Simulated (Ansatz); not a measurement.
Worked example: a bond strength in CH5AlO2 (SMILES C[Al](O)O)

The species is CH5AlO2 (9 atoms), meant as a singlet with charge 0. As SMILES, `C[Al](O)O`. The shape was relaxed beforehand at r2SCAN/def2-SVP. This is one conformer, not always the lowest.

```xyz
9

C    -0.0269    1.1054   -1.0302
Al   -0.0028   -0.3076    0.2898
O     0.9629   -1.6802   -0.0132
O    -0.9404   -0.1263    1.7030
H    -0.2236    0.7101   -2.0406
H    -0.7877    1.8694   -0.8068
H     0.9512    1.6137   -1.0801
H     1.0952   -2.4583    0.5318
H    -1.0280   -0.7264    2.4463
```

Wanted: the dissociation energy of the H5–C1 bond into doublet H and doublet CH4AlO2 (shapes relaxed at r2SCAN/def2-SVP, no zero-point term). 1 Eh = 2625.50 kJ/mol = 27.2114 eV. Totals in Eh; open shells run unrestricted unless said.

| level | program | CH5AlO2 | doublet H | doublet CH4AlO2 |
| --- | --- | --- | --- | --- |
| HF/def2-SVP | Ansatz | -432.319710 | -0.499278 | -431.694730 |
| r2SCAN/def2-SVP | Ansatz | -433.759284 | -0.499209 | -433.097410 |
| RPA@PBE/def2-SVP, 8 core orbitals frozen | Ansatz | -433.201831 | -0.512310 | -432.526191 |

Task: Work out the dissociation energy at each level.

Result: 
1. HF/def2-SVP: (-0.499278) + (-431.694730) − (-432.319710) = 0.125702 Eh = 330.0 kJ/mol = 3.42 eV.
2. r2SCAN/def2-SVP: (-0.499209) + (-433.097410) − (-433.759284) = 0.162665 Eh = 427.1 kJ/mol = 4.43 eV.
3. RPA@PBE/def2-SVP: (-0.512310) + (-432.526191) − (-433.201831) = 0.163330 Eh = 428.8 kJ/mol = 4.44 eV.

The levels span 330 to 429 kJ/mol; no measured value is set beside them. Hartree–Fock lacks the correlation of the bonding electrons, so it comes out low. A bond enthalpy at 298 K also holds the loss of zero-point energy and thermal terms.
